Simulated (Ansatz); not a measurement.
One change: `C#C[Si](F)(F)F` becomes `F[Si](F)(F)[SnH3]`.

Ansatz, PBE0-D4/def2-TZVP geometries, multiplicity 1. 

Elements past krypton have def2 core potentials.

```csv
property,`C#C[Si](F)(F)F`
HOMO energy (B3LYP/def2-TZVPP) / eV,-9.03
LUMO energy (PBE/def2-TZVPP) / eV,-1.78
size of the dipole moment (PBE/def2-TZVPP) / D,2.34
HOMO energy (ωB97M-V/def2-TZVPP) / eV,-11.58
HOMO–LUMO gap (PBE0/def2-TZVPP) / eV,8.48
size of the dipole moment (B3LYP/def2-TZVPP) / D,2.47
```

Give the same properties after the change, and the shifts. (Best estimate.)

Ansatz gave: 
| property | `F[Si](F)(F)[SnH3]` | shift |
| --- | --- | --- |
| HOMO energy (B3LYP/def2-TZVPP) / eV | -8.71 | 0.32 |
| LUMO energy (PBE/def2-TZVPP) / eV | -1.10 | 0.68 |
| size of the dipole moment (PBE/def2-TZVPP) / D | 1.91 | -0.43 |
| HOMO energy (ωB97M-V/def2-TZVPP) / eV | -10.96 | 0.62 |
| HOMO–LUMO gap (PBE0/def2-TZVPP) / eV | 8.58 | 0.10 |
| size of the dipole moment (B3LYP/def2-TZVPP) / D | 2.05 | -0.42 |

With PBE0 the HOMO rises by 0.40 eV and the LUMO rises by 0.49 eV, so the gap widens by about 0.09 eV. PBE moves the HOMO by 0.33 eV and ωB97M-V by 0.62 eV. The zero-point energy changes by 2.6 kJ/mol with +3 modes. Dipoles are sizes alone; their direction can turn.

B3LYP here is the variant with VWN-RPA as its local correlation; programs differ in this.
